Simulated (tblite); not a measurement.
Isomers of C5H6N3 (doublet state). Calculated harmonic vibrations of the isolated species, GFN2-xTB (tblite), most abundant isotopes, no scaling. The method is semi-empirical: single wavenumbers can be off by several per cent or more. One conformer each. Open shells enter through the occupations alone, without spin polarisation, and single modes of such species can be off by tens of per cent.

Electronic energies: GFN2-xTB at the same geometries; isomer energies are rough at this level and their order can be wrong.

```tsv
SMILES	electronic energy, lowest = 0 (kcal/mol)
[H]/N=[C]/C(=C\C#N)CN	42.9
[H]/N=[C]/c1nccn1C	0.0
[N]=C/C(=C\C#N)CN	61.7
```

**Question.** How do GFN2-xTB zero-point energies change the relative energies?

**Answer.** 
```json
{"SMILES": "[H]/N=[C]/c1nccn1C", "ZPE (kcal/mol)": "65.0", "of it from modes above 1550 cm⁻¹": "29.5", "electronic (kcal/mol)": "0.0", "with ZPE, lowest = 0 (kcal/mol)": "0.0", "lowest mode (cm⁻¹)": "38", "rings": "1"}
{"SMILES": "[H]/N=[C]/C(=C\\C#N)CN", "ZPE (kcal/mol)": "64.1", "of it from modes above 1550 cm⁻¹": "36.0", "electronic (kcal/mol)": "42.9", "with ZPE, lowest = 0 (kcal/mol)": "42.1", "lowest mode (cm⁻¹)": "44", "rings": "0"}
{"SMILES": "[N]=C/C(=C\\C#N)CN", "ZPE (kcal/mol)": "63.2", "of it from modes above 1550 cm⁻¹": "33.6", "electronic (kcal/mol)": "61.7", "with ZPE, lowest = 0 (kcal/mol)": "60.0", "lowest mode (cm⁻¹)": "69", "rings": "0"}
```

The zero-point energies span 1.8 kcal/mol, from `[N]=C/C(=C\C#N)CN` to `[H]/N=[C]/c1nccn1C`. The order is unchanged.

**Question.** What do entropy and thermal enthalpy add at 298.15 K and 1 bar (rigid rotor, harmonic oscillator, one conformer each)?

**Answer.** 
```json
{"SMILES": "[H]/N=[C]/c1nccn1C", "point group": "C1", "symmetry number": "1", "S (cal/(mol K))": "90.2", "H − H(0) (kcal/mol)": "5.63", "ZPE + H − H(0) − TS (kcal/mol)": "43.7"}
{"SMILES": "[H]/N=[C]/C(=C\\C#N)CN", "point group": "C1", "symmetry number": "1", "S (cal/(mol K))": "95.2", "H − H(0) (kcal/mol)": "6.28", "ZPE + H − H(0) − TS (kcal/mol)": "42.0"}
{"SMILES": "[N]=C/C(=C\\C#N)CN", "point group": "C1", "symmetry number": "1", "S (cal/(mol K))": "90.9", "H − H(0) (kcal/mol)": "5.86", "ZPE + H − H(0) − TS (kcal/mol)": "42.0"}
```

S holds R ln(2S + 1) for the spin.
